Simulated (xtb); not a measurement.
O (SMILES [O-]), charge -1, doublet, atoms displaced at random by about 0.06 Å a coordinate; GFN2-xTB in xtb.

Input for xtb:
```
$ xtb mol.xyz --gfn 2 --chrg -1 --uhf 1 --opt --json

# file mol.xyz
1

O     -0.00704027    -0.04165184     0.01800056
```

Output, abridged:

```
   ID    Z sym.   atoms
    1    8 O      1

           -------------------------------------------------
          |                Calculation Setup                |
           -------------------------------------------------

           -------------------------------------------------
          |                 G F N 2 - x T B                 |
           -------------------------------------------------

          ...................................................
          :                      SETUP                      :
          :.................................................:
          :  # basis functions                   4          :
          :  # atomic orbitals                   4          :
          :  # shells                            2          :
          :  # electrons                         7          :
          :  max. iterations                   250          :
          :  Hamiltonian                  GFN2-xTB          :
          :  restarted?                      false          :
          :  GBSA solvation                  false          :
          :  PC potential                    false          :
          :  electronic temp.          300.0000000     K    :
          :  accuracy                    1.0000000          :
          :  -> integral cutoff          0.2500000E+02      :
          :  -> integral neglect         0.1000000E-07      :
          :  -> SCF convergence          0.1000000E-05 Eh   :
          :  -> wf. convergence          0.1000000E-03 e    :
          :  Broyden damping             0.4000000          :
          :  net charge                         -1          :
          :  unpaired electrons                  1          :
          ...................................................

 iter      E             dE          RMSdq      gap      omega  full diag
   1     -4.0689442 -0.406894E+01  0.471E+00    0.00       0.0  T
   2     -4.0689442 -0.888178E-15  0.377E+00    0.00       0.0  T
   3     -4.0689442  0.177636E-14  0.290E+00    0.00       0.0  T
   4     -4.0689442 -0.888178E-15  0.214E+00    0.00       0.0  T
   5     -4.0689442  0.000000E+00  0.171E+00    0.00       0.0  T
   6     -4.0689442  0.000000E+00  0.132E+00    0.00       0.0  T
   7     -4.0689442  0.000000E+00  0.105E+00    0.00       0.0  T
   8     -4.0689442  0.000000E+00  0.842E-01    0.00       0.0  T
   9     -4.0689442  0.000000E+00  0.674E-01    0.00       0.0  T
  10     -4.0689442  0.888178E-15  0.539E-01    0.00       0.0  T
  11     -4.0689442 -0.888178E-15  0.431E-01    0.00       0.0  T
  12     -4.0689442  0.000000E+00  0.345E-01    0.00       0.0  T
  13     -4.0689442  0.888178E-15  0.266E-01    0.00       0.0  T
  14     -4.0689442 -0.888178E-15  0.212E-01    0.00       0.0  T
  15     -4.0689442  0.000000E+00  0.170E-01    0.00       0.0  T
  16     -4.0689442  0.000000E+00  0.131E-01    0.00       0.0  T
  17     -4.0689442 -0.888178E-15  0.105E-01    0.00       0.0  T
  18     -4.0689442  0.177636E-14  0.838E-02    0.00       0.0  T
  19     -4.0689442 -0.888178E-15  0.645E-02    0.00       0.0  T
  20     -4.0689442  0.000000E+00  0.516E-02    0.00       0.0  T
  21     -4.0689442  0.888178E-15  0.397E-02    0.00       0.0  T
  22     -4.0689442 -0.888178E-15  0.318E-02    0.00       0.0  T
  23     -4.0689442  0.000000E+00  0.254E-02    0.00       0.0  T
  24     -4.0689442  0.000000E+00  0.196E-02    0.00       0.0  T
  25     -4.0689442 -0.888178E-15  0.157E-02    0.00       0.0  T
  26     -4.0689442  0.888178E-15  0.125E-02    0.00       0.0  T
  27     -4.0689442  0.000000E+00  0.965E-03    0.00       0.0  T
  28     -4.0689442  0.000000E+00  0.772E-03    0.00       0.0  T
  29     -4.0689442  0.888178E-15  0.617E-03    0.00       0.0  T
  30     -4.0689442  0.000000E+00  0.494E-03    0.00       0.0  T
  31     -4.0689442 -0.888178E-15  0.395E-03    0.00       0.0  T
  32     -4.0689442 -0.888178E-15  0.316E-03    0.00       0.0  T
  33     -4.0689442  0.888178E-15  0.243E-03    0.00       0.0  T
  34     -4.0689442  0.000000E+00  0.179E-03    0.00       0.0  T
  35     -4.0689442  0.000000E+00  0.143E-03    0.00       0.0  T
  36     -4.0689442  0.000000E+00  0.115E-03    0.00       0.0  T
  37     -4.0689442 -0.177636E-14  0.917E-04    0.00       0.0  T
  38     -4.0689442  0.266454E-14  0.733E-04    0.00       0.0  T

   *** convergence criteria satisfied after 38 iterations ***

         :::::::::::::::::::::::::::::::::::::::::::::::::::::
         ::                     SUMMARY                     ::
         :::::::::::::::::::::::::::::::::::::::::::::::::::::
         :: total energy              -4.068944249280 Eh    ::
         :: gradient norm              0.000000000000 Eh/a0 ::
         :: HOMO-LUMO gap              0.000000000000 eV    ::
         ::.................................................::
         :: SCC energy                -4.068944249280 Eh    ::
         :: -> isotropic ES            0.268391767496 Eh    ::
         :: -> anisotropic ES          0.000000000000 Eh    ::
         :: -> anisotropic XC         -0.000000000000 Eh    ::
         :: -> dispersion              0.000000000000 Eh    ::
         :: repulsion energy           0.000000000000 Eh    ::
         :: add. restraining           0.000000000000 Eh    ::
         :: total charge              -1.000000000000 e     ::
         :::::::::::::::::::::::::::::::::::::::::::::::::::::

      -----------------------------------------------------------
     |                   =====================                   |
     |                        A N C O P T                        |
     |                   =====================                   |
     |               Approximate Normal Coordinate               |
     |                Rational Function Optimizer                |
      -----------------------------------------------------------
      -----------------------------------------------------------
[...]
     |                        A N C O P T                        |
     |                   =====================                   |
     |               Approximate Normal Coordinate               |
     |                Rational Function Optimizer                |
      -----------------------------------------------------------
================
 final structure:
================
1
 xtb: 6.7.1 (edcfbbe)
O           -0.00704027000000       -0.04165184000000        0.01800056000000

 Bond Distances (Angstroems)
 ---------------------------

 selected bond angles (degree)
 --------------------

 selected dihedral angles (degree)
 ---------------------------------

           -------------------------------------------------
          |                Final Singlepoint                |
           -------------------------------------------------

          ...................................................
          :                      SETUP                      :
          :.................................................:
          :  # basis functions                   4          :
          :  # atomic orbitals                   4          :
          :  # shells                            2          :
          :  # electrons                         7          :
          :  max. iterations                   250          :
          :  Hamiltonian                  GFN2-xTB          :
          :  restarted?                      false          :
          :  GBSA solvation                  false          :
          :  PC potential                    false          :
          :  electronic temp.          300.0000000     K    :
          :  accuracy                    1.0000000          :
          :  -> integral cutoff          0.2500000E+02      :
          :  -> integral neglect         0.1000000E-07      :
          :  -> SCF convergence          0.1000000E-05 Eh   :
          :  -> wf. convergence          0.1000000E-03 e    :
          :  Broyden damping             0.4000000          :
          :  net charge                         -1          :
          :  unpaired electrons                  1          :
          ...................................................

 iter      E             dE          RMSdq      gap      omega  full diag
   1     -4.0689442 -0.406894E+01  0.565E-04    0.00       0.0  T
   2     -4.0689442  0.888178E-15  0.452E-04    0.00       0.0  T
   3     -4.0689442  0.000000E+00  0.348E-04    0.00       0.0  T

   *** convergence criteria satisfied after 3 iterations ***

         :::::::::::::::::::::::::::::::::::::::::::::::::::::
         ::                     SUMMARY                     ::
         :::::::::::::::::::::::::::::::::::::::::::::::::::::
         :: total energy              -4.068944249280 Eh    ::
         :: gradient norm              0.000000000000 Eh/a0 ::
         :: HOMO-LUMO gap              0.000000000000 eV    ::
         ::.................................................::
         :: SCC energy                -4.068944249280 Eh    ::
         :: -> isotropic ES            0.268391767496 Eh    ::
         :: -> anisotropic ES          0.000000000000 Eh    ::
         :: -> anisotropic XC         -0.000000000000 Eh    ::
         :: -> dispersion              0.000000000000 Eh    ::
         :: repulsion energy           0.000000000000 Eh    ::
         :: add. restraining           0.000000000000 Eh    ::
         :: total charge              -1.000000000000 e     ::
         :::::::::::::::::::::::::::::::::::::::::::::::::::::

           -------------------------------------------------
          |                Property Printout                |
           -------------------------------------------------

    * Orbital Energies and Occupations

         #    Occupation            Energy/Eh            Energy/eV
      -------------------------------------------------------------
         1        2.0000           -0.2577182              -7.0129
         2        1.6667           -0.0243287              -0.6620
         3        1.6667           -0.0243287              -0.6620
         4        1.6667           -0.0243287              -0.6620 (HOMO)
      -------------------------------------------------------------
                  HL-Gap            0.0243287 Eh            0.6620 eV
             Fermi-level           -0.0118351 Eh           -0.3220 eV

     #   Z          covCN         q      C6AA      α(0)
     1   8 O        0.000    -1.000    39.314     8.259

 Mol. C6AA /au·bohr⁶  :         39.314423
 Mol. C8AA /au·bohr⁸  :        793.386480
 Mol. α(0) /au        :          8.258553

Wiberg/Mayer (AO) data.
largest (>0.10) Wiberg bond orders for each atom

 ---------------------------------------------------------------------------
     #   Z sym  total        # sym  WBO       # sym  WBO       # sym  WBO
 ---------------------------------------------------------------------------
     1   8 O    0.000
 ---------------------------------------------------------------------------

molecular dipole:
                 x           y           z       tot (Debye)
 q only:        0.013       0.079      -0.034
   full:        0.013       0.079      -0.034       0.221
molecular quadrupole (traceless):
                xx          xy          yy          xz          yz          zz
 q only:        0.003      -0.002      -0.006       0.001       0.004       0.002
  q+dip:        0.003      -0.002      -0.006       0.001       0.004       0.002
   full:        0.003      -0.002      -0.006       0.001       0.004       0.002

optimized geometry written to: xtbopt.xyz

           -------------------------------------------------
          | TOTAL ENERGY               -4.068944249280 Eh   |
          | GRADIENT NORM               0.000000000000 Eh/α |
          | HOMO-LUMO GAP               0.662018584742 eV   |
           -------------------------------------------------

normal termination of xtb
```
